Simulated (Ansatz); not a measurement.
Born–Oppenheimer molecular dynamics of BBrCl2FH (6 atoms, charge 0, multiplicity 1). It starts at the highest image of a converged band, a first-order saddle point between two minima.

Computed with RKS PBE0-D4/def2-SVP in Ansatz 0.2.0.

| Item | Value |
| --- | --- |
| ensemble | NVE (velocity Verlet) |
| time step | 0.5 fs |
| steps asked | 200 |
| starting velocities drawn for | 300 K |
| seed | 7890 |

First frame:

```xyz
6
Properties=species:S:1:pos:R:3
B 0.017 -0.286 -0.015
F 0.013 0.110 1.474
Cl 1.531 0.184 -0.778
Cl -1.524 0.115 -0.766
Br 0.067 -2.379 0.651
H 0.040 -1.026 1.687
```

Task: How far do the bonds stretch over the last three quarters of this one trajectory? (Pairs bonded in most of those frames.)

Result: 
```csv
bond,mean (Å),spread (Å),shortest,longest
B1–F2,1.326,0.060,1.23,1.42
B1–Cl3,1.753,0.038,1.68,1.83
B1–Cl4,1.749,0.042,1.69,1.83
Br5–H6,1.438,0.021,1.40,1.47
```

Mean temperature of the second half: 2037 K. The conserved energy stayed within 0.095 meV per atom of its start (net change 0.036 meV per atom), so the integration is sound. The kinetic energy rose, since the run started high on the potential surface and went downhill. It ends in pieces (BCl2F + BrH), so much of that is their flight and rotation, not heat. A run of 0.1 ps of so small a system gives no equilibrium averages. The orbitals stay closed-shell, which can raise the energy where a bond breaks towards radicals; this wasn't checked here.

Time of the run: 5.4 min on 2 threads of Intel(R) Xeon(R) 6975P-C (Granite Rapids), on a shared host, peak memory 0.26 GiB.
